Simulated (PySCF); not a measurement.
Vertical excitations of a molecule C₂H₇ClO₂Si from PySCF with TDA-PBE/def2-SVPD, as energy in eV (oscillator strength): 5.88 (0.002), 6.19 (0.004), 6.38 (0.019), 6.72 (0.002), 7.01 (0.003), 7.07 (0.001), 7.12 (0.035), 7.21 (0.005), 7.23 (0.027), 7.26 (0.010). Lowest triplet (TDA): 5.83 eV. Geometry optimised at PBE-D3(BJ)/def2-SVP. One conformer was computed; it need not be the lowest.

Which molecule gave these data?
A. C[Si@](O)(Cl)CO
B. OCC[Si@H](O)Cl
C. OC[C@H](O)[SiH2]Cl
D. CC[Si](O)(O)Cl

B, OCC[Si@H](O)Cl
